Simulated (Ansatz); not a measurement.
N-butyl-N-methylpyrrolidinium chloride (C9H20ClN) was relaxed with r2SCAN-D4 (def2-SVP) in Ansatz in these states: charge -1 doublet, neutral singlet. The geometries follow in no particular order.

A:

Cartesian coordinates in Å:
```
C 0.4583 -3.2069 2.7257
C 0.5292 -1.7121 2.4425
C 0.2056 -1.3689 0.9867
C 0.3594 0.1217 0.7594
N -0.0637 0.6104 -0.6066
C 0.7067 -0.1054 -1.6778
C 0.2152 2.1003 -0.7055
C -0.6337 2.5660 -1.8824
C -1.8146 1.5607 -1.9630
C -1.5424 0.5315 -0.8595
H -0.5463 -3.6095 2.5115
H 0.6880 -3.4271 3.7798
H 1.1791 -3.7639 2.1046
H -0.1660 -1.1697 3.1101
H 1.5387 -1.3302 2.6771
H -0.8161 -1.7225 0.7454
H 0.9050 -1.9209 0.3360
H 1.4299 0.4337 0.8271
H -0.2488 0.6963 1.4780
H 1.7839 0.0595 -1.4361
H 0.4497 0.3349 -2.6488
H 0.4218 -1.1641 -1.6654
H -0.1402 2.5277 0.2450
H 1.3224 2.2082 -0.7540
H -0.0520 2.5676 -2.8166
H -0.9739 3.5991 -1.7228
H -2.7902 2.0410 -1.7977
H -1.8631 1.0792 -2.9513
H -1.8202 -0.5004 -1.1140
H -2.0344 0.8074 0.0861
Cl 3.3129 1.1563 -0.2131
```

B:

```xyz
31

C    -4.158    0.418    0.676
C    -2.745    0.987    0.721
C    -1.675   -0.025    0.304
C    -0.309    0.627    0.397
N     0.852   -0.219   -0.081
C     0.939   -1.467    0.727
C     2.119    0.596    0.081
C     3.142   -0.037   -0.843
C     2.300   -0.564   -2.021
C     0.852   -0.504   -1.583
H    -4.421    0.085   -0.343
H    -4.911    1.161    0.990
H    -4.256   -0.456    1.342
H    -2.676    1.869    0.056
H    -2.511    1.344    1.739
H    -1.879   -0.367   -0.731
H    -1.747   -0.908    0.962
H    -0.053    0.891    1.444
H    -0.275    1.515   -0.280
H     1.003   -1.160    1.794
H     1.831   -2.018    0.387
H     0.048   -2.078    0.518
H     1.849    1.591   -0.351
H     2.326    0.671    1.164
H     3.732   -0.828   -0.351
H     3.839    0.772   -1.204
H     2.431    0.190   -2.873
H     2.607   -1.574   -2.341
H     0.251   -1.409   -1.770
H     0.367    0.440   -2.015
Cl    1.128    0.460    3.483
```

Task: Judge from the bond lengths which geometry belongs to which state (an estimate).

Result: A is the neutral singlet (C9–H27 1.100 Å, C10–H30 1.101 Å, C8–H26 1.099 Å); B is the charge -1 doublet (C9–H27 1.146 Å, C10–H30 1.145 Å, C8–H26 1.128 Å).

At r2SCAN-D4/def2-SVP the highest occupied level of the relaxed charge -1 doublet lies above zero (up to 3.24 eV). By energy differences it is unbound by 1.73 eV (each at its own geometry, against the charge 0 singlet, at PBE0-D4/def2-SVP) and held by the finite basis.
